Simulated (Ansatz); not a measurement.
Mulliken charges of GaH3O2S, SMILES `[OH][Ga]([OH])[SH]` from PBE/def2-TZVPP in Ansatz (PBE0-D4/def2-TZVP geometry).

| atom | x (Å) | y (Å) | z (Å) | charge (e) |
| --- | --- | --- | --- | --- |
| O1 | -1.808 | 0.326 | 0.320 | -0.361 |
| Ga2 | -0.082 | 0.029 | 0.003 | 0.489 |
| O3 | 0.657 | -1.350 | 0.844 | -0.367 |
| S4 | 1.145 | 1.244 | -1.334 | -0.256 |
| H5 | -2.180 | 1.076 | -0.147 | 0.179 |
| H6 | 0.035 | -1.817 | 1.407 | 0.187 |
| H7 | 2.233 | 0.492 | -1.093 | 0.129 |

Task: By hand: the dipole of these point charges (1 e Å = 4.8032 D).

Result: Σ q r = (-0.017, -0.010, 0.014) e Å, of length 0.024 e Å = 0.12 D.

Task: How does the dipole of the full density compare? (An estimate is asked.)

Result: Ansatz gave: (-0.104, 0.073, -0.024) e Å, 0.62 D; the point charges give 0.19 times that, at 77° from its direction.

Point charges leave out the atoms' own dipoles, such as those of lone pairs, and Mulliken's split depends on the basis, so the two needn't agree.
